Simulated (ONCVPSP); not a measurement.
# Before and after: ONCV potential for iodine (I)

ONCVPSP 4.0.1 input, shortened (lines: element, Z, core and valence counts, functional; n l f; lmax; l rc ep ncon nbas qcut; lloc lpopt rc5 dvloc0; l nproj debl; icmod fcfact rcfact), PBE, scalar-relativistic:

```
  I 53.00    6    5        4      upf
    1    0    2.00
    2    0    2.00
    2    1    6.00
    3    0    2.00
    3    1    6.00
    3    2   10.00
    4    0    2.00
    4    1    6.00
    4    2   10.00
    5    0    1.50
    5    1    5.50
    2
    0    1.15    0.00    4    7    9.80
    1    1.30    0.00    4    8   12.30
    2    1.15    0.00    4    9   12.40
    2    5    1.15    0.00
    0    2    1.60
    1    2    3.10
    2    0    2.50
    0    0.00    0.00
```

Change: d: rc 0.82.

Cutoffs: the cutoffs (Ha) at which the residual kinetic energy of the hardest occupied pseudo-wave falls to 1 and 0.1 mHa per electron; they do not see the model core or the augmentation charge, which bear on the density cutoff. Errors are all-electron minus pseudo energies relative to the spin-unpolarised reference configuration.

Problem. What does the change do?

Solution. The potential gets harder (56 Ha and 64 Ha → 60 Ha and 74 Ha); the errors of the 4 common tests hardly move; neither file shows a bound ghost. A smaller radius makes the pseudo-wave follow the all-electron one further in, where it bends more sharply, so more plane waves are needed.

```csv
quantity,base,changed
"cutoff, loose",56 Ha,60 Ha
"cutoff, tight",64 Ha,74 Ha
loose cutoff by channel,"s 41 Ha, p 28 Ha, d 56 Ha","s 41 Ha, p 28 Ha, d 60 Ha"
bound ghosts,none,none
GHOST(+) flags under 300 eV,none,none
"error for 4s2 4p6 4d10 5s2 5p5, meV [ΔE -5.18 eV]",+0.2,+0.2
"error for 4s2 4p6 4d10 5s2 5p4, meV [ΔE 5.95 eV]",-2.2,-2.2
"error for 4s2 4p6 4d10 5s2 5p3, meV [ΔE 25.79 eV]",-6.9,-6.9
"error for 4s2 4p6 4d10 5s2 5p1, meV [ΔE 94.55 eV]",-25,-25
s: phases at 1.17 bohr within 0.05 rad from the reference energy up to (Ha; the scan ends near 5),to the end of the scan,to the end of the scan
p: phases at 1.32 bohr within 0.05 rad from the reference energy up to (Ha; the scan ends near 5),to the end of the scan,to the end of the scan
```
